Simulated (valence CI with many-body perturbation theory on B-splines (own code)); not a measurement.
# Hyperfine factors and g values of Dy⁴⁴⁺

Computed by relativistic CI+MBPT: four valence electrons over a frozen Dirac-Fock core [Ar], a basis of 9 s, 9 p, 10 d, 8 f, 5 g, 3 h, 1 i functions for each j, with the one-electron correlation potential Σ1, the two-electron term Σ2, the three-electron term Σ3, Breit, model QED; selected CI, second order for the rest (own B-spline code, finite nucleus).

The last digits are not significant, and no measured levels were compared; by estimate large intervals hold to a few tenths of a per cent, small ones and those within an open d or f shell to about a per cent. The list stops below the first excitations out of the core. Only levels of the ground parity were solved; by the run's estimate the other parity begins above the list, which can be wrong where configurations are misplaced.

A/g_I is the dipole constant over the nuclear g factor μ/I (μ in nuclear magnetons, uniformly magnetised nucleus), B/Q the quadrupole constant per barn. Both hold the static response of the core; the bare values leave it out. Large factors of s and p1/2 electrons are usually good to 5 to 10 %; those of open d and f shells near neutrality can be off by tens of per cent, and small factors of p3/2, d and f electrons come from cancelling terms and can be off by a factor of two or in sign, in half-filled shells by more. B is blank for J = 1/2, where it vanishes, and for nearly pure S terms. Energies count from the lowest level. Levels with J = 0 are left out.

Levels are named by their leading jj configuration (3d3/2^4 stands for four electrons in 3d with j = 3/2), which in mixed levels can hold well under half, so a name can repeat and another be missing. Letters in brackets count levels of one name in rising energy.

```csv
Level,E (cm⁻¹),g,A/g_I (MHz),A/g_I bare,B/Q (MHz/b),B/Q bare
(3d3/2^3 3d5/2) J=1,278040,1.492,-3700,-2590,13300,13400
(3d3/2^3 3d5/2) J=4,363370,1.078,41000,41200,3220,3170
(3d3/2^3 3d5/2) J=2,373120,1.245,25700,26300,31000,31400
(3d3/2^3 3d5/2) J=3,399890,1.153,35900,36300,23500,23800
(3d3/2^2 3d5/2^2) J=2 [a],631140,1.203,15800,16300,24100,24500
(3d3/2^2 3d5/2^2) J=4 [a],637940,1.149,33000,33400,-15300,-15600
(3d3/2^2 3d5/2^2) J=3 [a],652300,1.147,28300,28700,5370,5430
(3d3/2^2 3d5/2^2) J=5,681310,1.079,37700,37900,34000,34400
(3d3/2^2 3d5/2^2) J=6,702010,1.074,39900,40100,41600,42100
(3d3/2^2 3d5/2^2) J=1,709040,1.118,42300,42600,4010,4040
(3d3/2^2 3d5/2^2) J=4 [b],738150,1.028,42900,43100,-12700,-12800
(3d3/2^2 3d5/2^2) J=3 [b],739490,1.089,41900,42200,10600,10700
(3d3/2^2 3d5/2^2) J=2 [b],750030,1.094,37900,38200,14300,14500
(3d3/2^2 3d5/2^2) J=2 [c],835610,0.988,52100,52100,-3910,-3980
(3d3/2^2 3d5/2^2) J=4 [c],869440,1.201,28800,29300,63800,64700
(3d3/2^2 3d5/2^2) J=2 [d],951910,1.176,34700,35100,-16200,-16400
(3d3/2 3d5/2^3) J=4 [a],987530,1.137,28500,28900,-29800,-30300
(3d3/2 3d5/2^3) J=3 [a],993090,1.165,23000,23500,2100,2150
(3d3/2 3d5/2^3) J=1 [a],1028400,0.938,39000,39000,17500,17800
(3d3/2 3d5/2^3) J=5,1031800,1.137,32700,33000,-22700,-23000
(3d3/2 3d5/2^3) J=6,1038200,1.075,37300,37500,46400,47100
(3d3/2 3d5/2^3) J=2 [a],1091400,1.056,41600,41800,32900,33300
(3d3/2 3d5/2^3) J=3 [b],1105400,1.089,36300,36600,12000,12200
(3d3/2 3d5/2^3) J=3 [c],1206700,1.056,40400,40600,52900,53500
(3d3/2 3d5/2^3) J=1 [b],1210700,1.419,8430,9380,-25600,-26000
(3d3/2 3d5/2^3) J=4 [b],1215000,1.042,40800,41000,46600,47200
(3d3/2 3d5/2^3) J=2 [b],1244100,1.104,36700,37000,-60300,-61100
(3d5/2^4) J=4,1386900,1.155,27500,28000,-45600,-46200
(3d5/2^4) J=2,1467800,1.065,29900,30100,25400,25700
```

Task: Take the isotope of mass number 161, with I = 5/2, μ = -0.479 μN and Q = 2.51 b. What is the hyperfine structure of (3d3/2^2 3d5/2^2) J=4 [a]?

Result: From the table A = -6330 MHz, B = -38400 MHz. Shifts from the centre of gravity in MHz: F = 3/2: 60300, F = 5/2: 55800, F = 7/2: 45100, F = 9/2: 24000, F = 11/2: -13000, F = 13/2: -72900.
